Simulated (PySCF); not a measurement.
Energy of Mn⁺ (manganese, charge +1) between two integer charges

The 4s alpha orbital of [Ar] 3d5 4s1 is emptied in steps (occupation f), with all orbitals relaxed, ending at [Ar] 3d5. Computed with PySCF 2.14 in def2-SVP, with no relativity, point nucleus. The exact energy is a straight line in f; departures are measured from the line between the end points of the same method.

```csv
f,UHF (eV),LDA (eV),PBE (eV)
1,0.000,0.000,0.000
0.75,0.013,-0.638,-0.655
0.5,0.017,-0.840,-0.873
0.25,0.012,-0.618,-0.654
0,0.000,0.000,0.000
```

For PBE, how does the orbital energy at f = 1 compare with the removal energy?

−ε = 12.279 eV against a total-energy difference of 15.767 eV. By Janak's theorem ε = ∂E/∂f, so the gap between them reflects the curvature. Along the path −ε is 14.020 (f = 0.75), 15.766 (f = 0.5), 17.524 (f = 0.25) eV.

```csv
method,E(f=0) − E(f=1) (eV),−ε at f=1 (eV),−ε at f=0.5 (eV)
UHF,14.591,14.659,14.591
LDA,15.969,12.539,16.019
PBE,15.767,12.279,15.766
```

Reference removal energy between the ground levels: 15.640 eV (measured; NIST Atomic Spectra Database, ionization energies). UHF lacks correlation.
